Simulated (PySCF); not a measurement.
C₆H₁₂NP.
Z-matrix (Å and degrees, PBE0-D3(BJ)/def2-SVP geometry), rows numbered from 1:
```
N 
P   1  1.5646
C   2  1.8248  1  113.09
C   3  1.5447  2  104.45  1   161.52
C   4  1.5439  3  108.43  2     3.58
C   5  1.5443  4  110.74  3    71.00
C   6  1.5436  5  108.39  4   -71.11
C   5  1.5292  4  105.30  3   -42.25
H   1  1.0180  2  114.95  3   174.53
H   3  1.0995  2  109.65  1   -76.06
H   3  1.0996  2  107.76  1    40.47
H   4  1.1009  3  110.10  2  -115.75
H   4  1.1006  3  111.81  2   125.74
H   5  1.1005  4  110.83  3  -165.77
H   6  1.1008  5  110.64  4    51.86
H   6  1.1010  5  109.02  4   168.94
H   7  1.0999  2  109.26  1    68.56
H   7  1.1006  2  109.18  1   -48.31
H   8  1.1004  2  111.12  1   -53.30
H   8  1.1006  2  112.76  1    70.08
```

Theory: PySCF, TDDFT B3LYP/def2-SVPD, vertical, gas phase, core orbitals frozen in the response.

Frontier orbitals with the atoms that hold most of them (Löwdin shares over 4%, at most four atoms; ? is withheld):

| orbital | ε (eV) | atoms |
| --- | --- | --- |
| HOMO-3 | -9.02 | C8 15%, P2 13%, C5 10%, C3 8% |
| HOMO-2 | -8.56 | C4 13%, C3 12%, C5 11%, C6 11% |
| HOMO-1 | -6.82 | ? |
| HOMO | ? | ? |
| LUMO | 0.11 | C6 10%, C4 9%, H14 7%, H16 7% |
| LUMO+1 | 0.59 | P2 12%, N1 11%, H9 9%, C7 8% |
| LUMO+2 | 0.97 | H13 11%, H10 11%, C3 8%, H16 8% |

Q: Give the leading atoms of the HOMO-1.

A: N1 (bonded to P and H) 59%; P2 (bonded to 3 C and N) 13%; H9 (bonded to N) 8%; C3 (bonded to C, P and 2 H) 5%.

Q: Give the leading atoms of the HOMO.

A: N1 (bonded to P and H) 58%; P2 (bonded to 3 C and N) 16%; C8 (bonded to C, P and 2 H) 8%; H9 (bonded to N) 6%.

Q: What is the HOMO energy, and the HOMO–LUMO gap?

A: ε(HOMO) = -5.92 eV; the gap is 6.04 eV (0.2218 hartree).

Q: How does S1 compare with the orbital gap of 6.04 eV?

A: S1 is at 5.32 eV (f = 0.015), 0.71 eV below the gap, made of HOMO→LUMO (92%). Without the coupling terms of the response equations the lowest excitation would equal the gap.

Q: One configuration dominates each of S1, S2 and S4. Which, and how do the shares of the two leading atoms of either orbital change from the occupied to the empty one?

A: 
- S1 (5.32 eV, f 0.015), HOMO→LUMO (92%): N1 58% → at most 7%, P2 16% → at most 7%, C6 at most 7% → 10%, C4 at most 7% → 9%
- S2 (5.53 eV, f 0.023), HOMO→LUMO+1 (88%): N1 58% → 11%, P2 16% → 12%
- S4 (6.22 eV, f 0.0050), HOMO-1→LUMO (91%): N1 59% → at most 7%, P2 13% → at most 7%, C6 at most 5% → 10%, C4 at most 5% → 9%
